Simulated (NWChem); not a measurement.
Species: CH6F2N2Si; SMILES N[SiH](N)C(F)F

```xyz
12

N     -1.4076    -1.1681     0.7928
Si    -0.2030    -0.7658    -0.3779
N      1.3043    -1.5800    -0.1781
C      0.3452     1.0771    -0.3684
F     -0.7616     1.8980    -0.3228
F      1.0895     1.3145     0.7816
H     -1.2381    -1.0145     1.7804
H     -2.3839    -1.0172     0.5655
H     -0.8444    -1.0438    -1.6885
H      2.0266    -1.1313     0.3728
H      1.3430    -2.5877    -0.0853
H      0.9601     1.4111    -1.2151
```
Atoms are numbered in this order, from 1.

Program: NWChem. Pople sets run with spherical d functions. The geometry was optimised at B3LYP/6-31G* (spherical d). B3LYP is NWChem's, with the RPA form of VWN correlation. Level: B3LYP/6-31G* with SMD (1 M gas to 1 M solution), gas-phase geometry. Reactions with the solvent are ignored.

For solvent water:

```yaml
cavity-dispersion-structure term (kcal/mol): 5.3
dipole in solution (D): 1.87
```

Q: How do the values read with solvent toluene instead?

A: 
- cavity-dispersion-structure term (kcal/mol) = 1.9
- dipole in solution (D) = 1.76
